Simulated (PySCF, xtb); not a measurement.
Se(Br)(OMe) (CH3BrOSe), SMILES Br[Se]OC. Other conformers were not sampled.

Harmonic wavenumbers (cm⁻¹) from GFN2-xTB run with xtb at its own minimum, in rising order: 74, 133, 221, 272, 293, 526, 1007, 1128, 1132, 1406, 1462, 1469, 2946, 2959, 3009.

Problem. What does PBE0-D3(BJ)/def2-SVP (PySCF 2.14.0) give at its own minimum? (Estimate from the structure and the level; the computed values follow.)

Solution. 93, 136, 234, 295, 331, 638, 1089, 1168, 1183, 1444, 1452, 1475, 3032, 3128, 3165. Paired by order, the mean absolute difference is 56 cm⁻¹ and the zero-point energies are 25.8 and 27.0 kcal/mol.
